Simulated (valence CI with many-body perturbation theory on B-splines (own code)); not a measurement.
**Re44+: calculated level list**

Method: relativistic CI+MBPT: three valence electrons over a frozen Dirac-Fock core [Ar] 3d10, radial functions for each j: 11 s, 11 p, 10 d, 8 f, 5 g, 2 h, with the one-electron correlation potential Σ1 (screened to all orders), the two-electron term Σ2, the three-electron term Σ3, Breit, model QED; selected single and double excitations, second order for the rest, scaled by the run's own slope (own B-spline code, finite nucleus).

The last digits are not significant, and no measured levels were compared; by estimate large intervals hold to a few tenths of a per cent, small ones and those within an open d or f shell to about a per cent.

Levels 46 to 90 of 187, with energies above the lowest level, (4s^2 4p1/2) J=1/2. "Leading %" is the weight of the configuration and term that name the level; weights of strongly mixed levels are sums over their largest components and can fall short. In the jj column 3d3/2^4 stands for four electrons in 3d with j = 3/2.

```csv
No.,Configuration,Term,J,E (eV),Leading %,Second component,g,Leading jj
46,4s 4p 4f,2F,7/2,550.69,18,18 % 4p2 4d 2G,1.000,4s 4p1/2 4f5/2 (68 %)
47,4s 4p 4f,4F,7/2,555.90,31,26 % 4s 4p 4f 4D,1.182,4s 4p1/2 4f7/2 (91 %)
48,4s 4p 4f,4G,5/2,557.65,30,20 % 4s 4p 4f 2F,0.913,4s 4p1/2 4f5/2 (79 %)
49,4s 4p 4f,4F,3/2,558.60,41,15 % 4s 4p 4f 2D,0.715,4s 4p1/2 4f5/2 (69 %)
50,4p2 4d,2F,5/2,561.49,28,22 % 4p2 4d 4F,1.012,4p1/2 4p3/2 4d3/2 (62 %)
51,4s 4p 4f,4G,9/2,562.76,34,33 % 4s 4p 4f 2G,1.197,4s 4p1/2 4f7/2 (94 %)
52,4p2 4d,4D,1/2,562.91,82,15 % 4p2 4d 2P,0.158,4p1/2 4p3/2 4d3/2 (99 %)
53,4s 4p 4f,4D,7/2,563.09,25,21 % 4s 4p 4f 2F,1.123,4s 4p1/2 4f7/2 (75 %)
54,4p2 4d,4F,3/2,563.94,30,20 % 4p2 4d 4D,0.832,4p1/2 4p3/2 4d3/2 (72 %)
55,4s 4p 4f,2F,5/2,565.47,27,16 % 4s 4p 4f 2D,1.049,4s 4p1/2 4f7/2 (74 %)
56,4p2 4d,2F,7/2,573.62,21,19 % 4s 4p 4f 2G,1.064,4p1/2 4p3/2 4d3/2 (48 %)
57,4p2 4d,2D,3/2,578.97,41,17 % 4p2 4d 4P,1.130,4p1/2 4p3/2 4d3/2 (91 %)
58,4p2 4d,4P,1/2,581.30,38,30 % 4p2 4d 2P,1.777,4p1/2 4p3/2 4d3/2 (94 %)
59,4p2 4d,4P,5/2,582.34,33,21 % 4p2 4d 4F,1.239,4p1/2 4p3/2 4d3/2 (62 %)
60,4p2 4d,4D,7/2,585.51,44,35 % 4p2 4d 4F,1.306,4p1/2 4p3/2 4d5/2 (93 %)
61,4p2 4d,2G,9/2,588.24,58,34 % 4p2 4d 4F,1.184,4p1/2 4p3/2 4d5/2 (92 %)
62,4p2 4d,2P,3/2,590.83,49,29 % 4p2 4d 4P,1.393,4p1/2 4p3/2 4d5/2 (93 %)
63,4p2 4d,2D,5/2,592.17,43,25 % 4p2 4d 2F,1.145,4p1/2 4p3/2 4d5/2 (91 %)
64,4p2 4d,2F,7/2,603.83,46,26 % 4p2 4d 2G,1.072,4p1/2 4p3/2 4d5/2 (78 %)
65,4p2 4d,2D,3/2,605.49,63,15 % 4p2 4d 2P,0.906,4p1/2 4p3/2 4d5/2 (92 %)
66,4p2 4d,2P,1/2,606.23,58,33 % 4p2 4d 2S,1.143,4p1/2 4p3/2 4d5/2 (94 %)
67,4p2 4d,2F,5/2,606.53,32,31 % 4p2 4d 2D,1.165,4p1/2 4p3/2 4d5/2 (74 %)
68,4s 4d2,4F,3/2,625.38,81,14 % 4s 4d2 2D,0.486,4s 4d3/2^2 (92 %)
69,4s 4d2,4F,5/2,630.06,60,18 % 4s 4d2 2D,1.071,4s 4d3/2^2 (81 %)
70,4s 4d2,4P,1/2,636.34,69,21 % 4s 4d2 2S,2.374,4s 4d3/2^2 (87 %)
71,4s 4d2,4F,7/2,643.20,62,9 % 4s 4d2 2G,1.168,4s 4d3/2 4d5/2 (70 %)
72,4s 4d2,4F,5/2,645.68,26,20 % 4s 4d2 2D,1.168,4s 4d3/2 4d5/2 (68 %)
73,4s 4d2,2G,9/2,646.68,41,22 % 4s 4p 4f 4G,1.173,4s 4d3/2 4d5/2 (58 %)
74,4s 4d2,4P,3/2,648.81,56,21 % 4s 4d2 2D,1.306,4s 4d3/2 4d5/2 (82 %)
75,4s 4d2,2G,7/2,650.05,34,21 % 4s 4d2 4F,1.050,4s 4d3/2 4d5/2 (56 %)
76,4s 4d2,4P,3/2,653.08,40,16 % 4s 4d2 2D,1.273,4s 4d3/2 4d5/2 (62 %)
77,4s 4d2,4P,5/2,654.69,41,24 % 4s 4d2 2F,1.230,4s 4d3/2 4d5/2 (66 %)
78,4s 4p 4f,4F,9/2,657.22,50,15 % 4s 4d2 2G,1.251,4s 4p3/2 4f7/2 (70 %)
79,4s 4p 4f,4F,7/2,657.48,25,24 % 4s 4d2 2G,1.058,4s 4p3/2 4f5/2 (60 %)
80,4s 4d2,2P,1/2,658.01,39,24 % 4s 4p 4f 4D,0.946,4s 4d3/2 4d5/2 (51 %)
81,4s 4p 4f,4F,7/2,659.78,25,19 % 4s 4p 4f 4D,1.203,4s 4p3/2 4f7/2 (64 %)
82,4s 4d2,2F,5/2,660.26,28,25 % 4s 4p 4f 4F,1.039,4s 4p3/2 4f5/2 (56 %)
83,4s 4p 4f,4G,11/2,660.76,100,,1.269,4s 4p3/2 4f7/2 (100 %)
84,4s 4p 4f,4D,3/2,661.22,66,12 % 4s 4p 4f 4F,1.036,4s 4p3/2 4f5/2 (70 %)
85,4s 4p 4f,4D,1/2,661.46,75,14 % 4s 4d2 2P,0.298,4s 4p3/2 4f5/2 (75 %)
86,4s 4d2,4F,9/2,663.89,57,19 % 4s 4p 4f 4G,1.266,4s 4d5/2^2 (41 %)
87,4p2 4f,2F°,5/2,664.03,38,32 % 4p2 4f 4G°,0.843,4p1/2^2 4f5/2 (97 %)
88,4s 4p 4f,2F,5/2,665.76,38,31 % 4s 4p 4f 4D,1.092,4s 4p3/2 4f7/2 (90 %)
89,4s 4p 4f,2F,5/2,669.80,49,9 % 4s 4p 4f 4G,0.986,4s 4p3/2 4f5/2 (66 %)
90,4s 4p 4f,2D,3/2,671.00,51,26 % 4s 4d2 2P,1.023,4s 4p3/2 4f7/2 (55 %)
```
